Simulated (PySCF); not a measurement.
Isomers of C5H12BNO, mass 113.101 u with the commonest isotopes. Method used: PBE0-D3(BJ)/def2-SVP geometry optimisation, gas phase (PySCF 2.14.0). One conformer each, none proved a minimum here; rigid rotors.

Problem. Order these by rotational constant B, largest first.
A. `[BH3-:1][N+:2]#[C:3][CH2:4][O:5][CH:6]([CH3:7])[CH3:8]` with C3–C4–O5–C6 -86°, C4–O5–C6–C7 -165°
B. `[CH2:1]=[C:2]([CH3:3])[B:4]([OH:5])[N:6]([CH3:7])[CH3:8]` with C1–C2–B4–O5 90°, C2–B4–O5–H -5°
C. `[H]/[N:8]=[CH:7]/[C@@H:6]1[O+:2]([BH3-:1])[CH2:3][CH2:4][CH2:5]1` with C5–C6–C7–N8 21°, B1–O2–C3–C4 162°, O2–C3–C4–C5 -37°, C3–C4–C5–C6 37°, C4–C5–C6–C7 93°

Solution. C (1869 MHz), B (1422 MHz), A (975.8 MHz).

Problem. Order these by rotational constant C, smallest first.
A. `[H]/[N:8]=[CH:7]/[C@@H:6]1[O+:2]([BH3-:1])[CH2:3][CH2:4][CH2:5]1` with C5–C6–C7–N8 21°, B1–O2–C3–C4 162°, O2–C3–C4–C5 -37°, C3–C4–C5–C6 37°, C4–C5–C6–C7 93°
B. `[BH3-:1][N+:2]#[C:3][CH2:4][O:5][CH:6]([CH3:7])[CH3:8]` with C3–C4–O5–C6 -86°, C4–O5–C6–C7 -165°
C. `[CH2:1]=[C:2]([CH3:3])[B:4]([OH:5])[N:6]([CH3:7])[CH3:8]` with C1–C2–B4–O5 90°, C2–B4–O5–H -5°

Solution. B (846.7 MHz), C (1191 MHz), A (1317 MHz).

Problem. Order these by dipole moment, largest first.
A. `[CH2:1]=[C:2]([CH3:3])[B:4]([OH:5])[N:6]([CH3:7])[CH3:8]` with C1–C2–B4–O5 90°, C2–B4–O5–H -5°
B. `[H]/[N:8]=[CH:7]/[C@@H:6]1[O+:2]([BH3-:1])[CH2:3][CH2:4][CH2:5]1` with C5–C6–C7–N8 21°, B1–O2–C3–C4 162°, O2–C3–C4–C5 -37°, C3–C4–C5–C6 37°, C4–C5–C6–C7 93°
C. `[BH3-:1][N+:2]#[C:3][CH2:4][O:5][CH:6]([CH3:7])[CH3:8]` with C3–C4–O5–C6 -86°, C4–O5–C6–C7 -165°

Solution. C (6.91 D), B (4.12 D), A (0.56 D).

| SMILES | point group | Ia (u·Å²) | Ib (u·Å²) | Ic (u·Å²) | κ | μa (D) | μb (D) | μc (D) |
| --- | --- | --- | --- | --- | --- | --- | --- | --- |
| [H]/N=C/[C@H]1CCC[O+]1[BH3-] | C1 | 178.56 | 270.36 | 383.67 | -0.27 | 2.37 | 3.28 | 0.79 |
| [BH3-][N+]#CCOC(C)C | C1 | 118.77 | 517.90 | 596.86 | -0.92 | 6.13 | 2.48 | 2.01 |
| C=C(C)B(O)N(C)C | – | 179.23 | 355.41 | 424.49 | -0.72 | 0.36 | 0.34 | 0.27 |
